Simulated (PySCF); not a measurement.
# Two-component Hartree-Fock for Ta³⁺ (tantalum, charge +3)

Start: [Xe] 4f14 5d2; 5d5/2 filled at m_j = +3/2, +5/2. Calculated with PySCF 2.14 in x2c-TZVPall-2c with one added diffuse shell each of s, p, d type (12s12p11d2f, 117 functions): generalised Hartree-Fock with the X2C-1e Hamiltonian and a Gaussian nucleus; spin-orbit coupling (SO) screened by Boettger's factors. This is a chosen level, not necessarily the ground level.

```
spinor shell  electrons  ε, screened SO (eV)  weight of nominal j (screened SO)  rms radius, screened SO (bohr)
       1s1/2          2             -67784.0                              1.000                          0.0211
       2s1/2          2             -11806.4                              1.000                          0.0853
       2p1/2          2             -11263.9                              1.000                          0.0726
       2p3/2          4              -9988.1                              1.000                          0.0799
       3s1/2          2              -2786.8                              1.000                           0.218
       3p1/2          2              -2546.0                              1.000                           0.210
       3p3/2          4              -2266.6                              1.000                           0.225
       3d3/2          4              -1864.6                              1.000                           0.199
       3d5/2          6              -1804.3                              1.000                           0.203
       4s1/2          2              -621.95                              1.000                           0.488
       4p1/2          2              -521.36                              1.000                           0.497
       4p3/2          4              -456.42                              1.000                           0.530
       4d3/2          4              -290.54                              1.000                           0.557
       4d5/2          6              -278.37                              1.000                           0.569
       5s1/2          2              -114.79                              1.000                            1.18
       5p1/2          2              -82.173                              0.986                            1.30
       5p3/2          4              -73.201                              0.992                            1.40
       4f5/2          6              -69.488                              0.990                           0.699
       4f7/2          8              -67.590                              0.992                           0.703
       5d5/2          2              -35.136                              0.815                            1.99
```

```tsv
quantity	screened SO
E (hartree)	-15608.71446
M_J	4
⟨J²⟩	20.006
⟨L²⟩	12.405
⟨S²⟩	2.050
```

Each row is a mean over spinors that exchange with the open shell spreads, by up to 5.439 eV (5p3/2).

Rows whose weight is well below 1 are mixtures of j = l ± 1/2: exchange outweighs spin-orbit coupling there, and the label is only the starting occupation.

Breit and QED terms are absent; they matter most for the inner s and p1/2 levels.

Densities and radii are taken from the X2C orbitals without a picture-change correction, which distorts them close to the nucleus.
